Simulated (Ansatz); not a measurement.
Species: SnS, net charge 0, singlet state. 
Coordinates optimised at B3LYP-D3(BJ)/def2-TZVP (Ansatz, a program for electronic structure):
SMILES: [S]=[Sn]
```xyz
2

Sn     0.0000     0.0000    -0.5388
S      0.0000     0.0000     1.6838
```
Charge 0, spin multiplicity 1.

Basis-set convergence of Hartree-Fock and MP2 correlation energies (hartree) with Ansatz. Valence correlation only, unless marked. Spin-orbit coupling is left out. The frozen core is the preceding noble-gas configuration, with the filled d and f shells of earlier blocks. In def2 rows, elements after Kr have scalar-relativistic effective core potentials.

The T1 diagnostic of CCSD in the largest basis is 0.026, which is high, so the coupled-cluster rows are less sure than usual.

```
basis        functions       E(HF)  E(corr, MP2)
-----------  ---------  ----------  ------------
def2-SVPD           59  -610.79978      -0.20316
def2-TZVPPD        107  -610.93802      -0.24882
def2-QZVPPD        167  -610.94969      -0.26900
```

Extrapolating the two largest sets (X = 3 and 4) as X^-3: E(corr) = (64·(-0.26900) - 27·(-0.24882))/37 = -0.2837 Eh, an estimate of the basis-set limit. The largest set recovers 94.8 % of it, the smallest 71.6 %.
